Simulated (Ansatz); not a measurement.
Basis-set extrapolation for C$_{2}$H$_{9}$AlSSi (PBE0-D4/def2-TZVP geometry, frozen core, the Gaussian-basis code of Ansatz). Multiplicity 1, RHF reference.

|  | def2-TZVPP | def2-QZVPP |
| --- | --- | --- |
| HF | -1009.421657 | -1009.452357 |
| MP2 correlation | -0.746378 | -0.800008 |
| CCSD(T) correlation | -0.852289 | not run |

Energies in hartree. Use E(X) = E(∞) + A·exp(−7.88·√X) for Hartree–Fock and E(X) = E(∞) + B·X^(−2.97) for correlation, with X = 3 and 4, and add CCSD(T) minus MP2 of the smaller set to the MP2 limit.

Q: What is the CCSD(T) energy at the basis-set limit?

A: HF limit: -1009.452357 + (-0.030700) × 0.13774 = -1009.45659. MP2 limit: -0.800008 + (-0.053630) × 0.74074 = -0.83973. Higher-order term: -0.852289 − (-0.746378) = -0.10591. Total: -1010.40223 hartree, 336.8 kJ/mol below CCSD(T)/def2-TZVPP.
